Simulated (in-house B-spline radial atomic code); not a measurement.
RPA and G0W0 for Gd3+, [Xe] 4f7, highest spin, as one setting changes: the share of exact exchange in the PBE hybrid start. A dash marks a level of low quasi-particle weight. Computed with an all-electron radial atomic-structure program (B-spline basis): all electrons, scalar-relativistic (spin-free one-electron X2C), finite nucleus, each spin shell either full or empty, empty states to l = 9 with an (l + 1/2)⁻⁴ tail; G0W0 by contour deformation at full frequency.

Without the two-electron picture change, the correlation of inner shells comes somewhat too large for so heavy an element.

| share of exact exchange in the PBE hybrid start | mean-field level (eV) | G0W0 level (eV) | RPA correlation (Eh) |
| --- | --- | --- | --- |
| 0 | -35.61 | 4f up -44.72 | -5.2588 |
| 0.1 | ? | ? | ? |
| 0.2 | -38.17 | 4f up -44.97 | -5.1667 |
| 0.3 | ? | ? | ? |
| 0.4 | -40.79 | 4f up -45.13 | -5.0809 |
| 0.5 | -42.12 | 4f up -45.18 | -5.0401 |
| 0.6 | -43.47 | 4f up -45.21 | -5.0005 |
| 0.7 | -44.83 | 4f up -45.23 | -4.962 |
| 0.8 | -46.20 | 4f up -45.24 | -4.9246 |
| 0.9 | -47.59 | 4f up -45.25 | -4.8882 |
| 1 | -48.99 | 4f up -45.24 | -4.8528 |

(1) What belongs in the row for 0.1?

(2) What belongs in the row for 0.3?

(3) At what share of exact exchange does G0W0 leave the highest level unchanged?

Answers

(1) mean-field level (eV): -36.88; G0W0 level (eV): 4f up -44.86; RPA correlation (Eh): -5.2119.

(2) mean-field level (eV): -39.47; G0W0 level (eV): 4f up -45.06; RPA correlation (Eh): -5.1231.

(3) Near 0.73, where the shift changes sign (-0.404 eV at 0.7, +0.958 eV at 0.8).
